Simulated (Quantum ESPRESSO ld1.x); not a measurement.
All-electron atom: I4+ in [Kr] 4d10 5s2 6p1 (not the ground configuration). All-electron calculation, Dirac Kohn-Sham, PBE, spin-unpolarised, spherical densities, point nucleus; open shells fill j = l - 1/2 first. Program: ld1.x of Quantum ESPRESSO 7.5.

Normalised radial functions P(r) = r R(r) (large component), r in bohr:

r	4s1/2
0.001283	0.0801
0.001725	0.1026
0.002338	0.1311
0.003144	0.1643
0.004261	0.2034
0.005775	0.2453
0.007764	0.2841
0.01052	0.3124
0.01415	0.3147
0.01917	0.2712
0.02578	0.1641
0.03493	-0.0220
0.04735	-0.2610
0.06365	-0.4646
0.08627	-0.5023
0.116	-0.2462
0.1572	0.2805
0.213	0.7361
0.2864	0.6426
0.3882	-0.1400
0.5219	-1.0458
0.7073	-1.3669
0.9586	-0.9589
1.289	-0.4063
1.747	-0.0948
2.348	-0.0115
3.183	-0.0005
4.279	0.0000
5.799	0.0000
7.859	0.0000
10.57	0.0000

4s1/2: eigenvalue -231.22 eV, 3 radial nodes at r = 0.0339, 0.135, 0.372 bohr, <r> = 0.739 bohr, 90 % of the charge inside 1.07 bohr.
